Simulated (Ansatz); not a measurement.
Cartesian coordinates in Å:
```
Si 0.622 -0.003 1.530
O -0.159 -0.720 0.259
B -0.554 -0.411 -0.984
S -0.214 1.220 -1.699
Cl -1.418 -1.637 -1.916
H -0.367 0.211 2.612
H 1.686 -0.931 1.974
H 1.208 1.292 1.103
H -0.803 0.979 -2.878
```

Total charge 0; spin multiplicity 1.

**Question.** List the r2SCAN/def2-TZVPP orbital energies in eV (Ansatz 0.2.0). (Estimate.)

**Answer.** The calculation gave: Occupied: -2753.39, -2409.45, -1792.04, -516.68, -254.80, -213.92, -193.34, -193.21, -193.18, -183.06, -157.99, -157.88, -157.81, -142.41, -97.33, -97.25, -97.24, -27.39, -21.80, -19.45, -15.66, -12.83, -11.93, -11.47, -10.97, -10.02, -9.32, -9.11, -8.26, -8.25, -7.81, -7.07. Lowest empty: -0.90, -0.81, 0.01, 0.95, 1.02, 1.29, 1.57, 2.46.
